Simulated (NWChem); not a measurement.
C2H4BNO; SMILES C#CB(N)O

```xyz
9

C     -0.0154    -2.2903     0.0000
C     -0.0212    -1.0767     0.0000
B      0.0159     0.4673     0.0000
N     -1.1781     1.2098     0.0000
O      1.2137     1.1507     0.0000
H     -0.0178    -3.3576     0.0000
H     -2.0921     0.7852     0.0000
H     -1.1787     2.2202     0.0000
H      1.9653     0.5436     0.0000
```
Atoms are numbered in this order, from 1.

Program: NWChem. Geometry: optimised at B3LYP/6-31G* (spherical d).

Q: Order these by “highest occupied level (eV)”, lowest first: CAM-B3LYP/def2-TZVP; LDA (Slater exchange, VWN5)/def2-TZVP; Hartree-Fock/def2-TZVP; B3LYP/def2-TZVP.

A: Hartree-Fock/def2-TZVP (-10.76), CAM-B3LYP/def2-TZVP (-9.14), B3LYP/def2-TZVP (-7.48), LDA (Slater exchange, VWN5)/def2-TZVP (-6.54)
